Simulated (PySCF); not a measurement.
Working out the excitation energy of Al⁺

Al⁺ [Ne] 3s2 (1S) → Al⁺ [Ne] 3p2 (3P). All numbers are calculated (PySCF 2.14, no relativity, point nucleus, in dyall-av2z). Frozen: [Ne]; the 15 highest virtual orbitals dropped. Energies in hartree (1 hartree = 27.21139 eV):

```csv
part,Al⁺ (lower),Al⁺ (upper)
UHF,-241.668739,-241.275698
CCSD correlation,-0.038927,-0.008257
(T),0.000000,0.000000
```

**Question.** What does Hartree-Fock give?

**Answer.** (-241.275698) − (-241.668739) = 0.393041 hartree = 10.695 eV.

**Question.** What do CCSD and CCSD(T) give?

**Answer.** The CCSD correlation energies differ by 0.030670 hartree = 0.835 eV and the triples by 0.000000 hartree = 0.000 eV, so CCSD gives 11.530 eV and CCSD(T) 11.530 eV.

Measured between the centres of the two terms (NIST): 11.680 eV, so CCSD(T) (valence) is off by -0.150 eV.

A double-zeta basis recovers only part of the correlation energy.

What remains against the reference includes basis incompleteness, the frozen core and higher excitations.
